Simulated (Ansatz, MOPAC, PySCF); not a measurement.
Constitutional and geometric isomers with formula C3H6Si. Isolated molecules, 0 K electronic values unless said otherwise. One relaxed conformer stands for each flexible species; it need not be the lowest. Strings in code marks are SMILES.

Quantity: electronic energy of isomers of C3H6Si relative to `C1=C[SiH2]C1`, in kcal/mol. Semi-empirical values (MOPAC) are differences of heats of formation.

Level 1: CAM-B3LYP/cc-pVTZ // B3LYP-D3(BJ)/def2-TZVP (Ansatz, a program for electronic structure)
Level 2: PBE-D3(BJ)/def2-TZVP // B3LYP-D3(BJ)/def2-TZVP (PySCF)
Level 3: PM3 // B3LYP-D3(BJ)/def2-TZVP (MOPAC)
Level 4: PM7 // B3LYP-D3(BJ)/def2-TZVP (MOPAC)

| species | level 1 | level 2 | level 3 | level 4 |
|---|---|---|---|---|
| `CC=C=[SiH2]` | 30.1 | 27.9 | 23.1 | 14.8 |
| `C=C1C[SiH2]1` | 21.6 | 19.6 | 13.4 | 5.01 |
| `C=C[SiH]=C` (C–C–Si–C torsion 14°) | 19.1 | 17.9 | 14.7 | 13.3 |
| `C#C[SiH2]C` | 1.68 | 6.42 | -2.12 | 8.53 |
| `[SiH3]C1=CC1` | 31.2 | 31.5 | 35.3 | 36.8 |
| `C[Si]1=CC1` | 50.7 | 43.9 | 32.6 | 25.5 |
| `C=C=C[SiH3]` | 10.6 | 12.3 | 14.9 | 13.2 |
| `[SiH3]C1C=C1` | 39.8 | 39.8 | 41.9 | 47.8 |
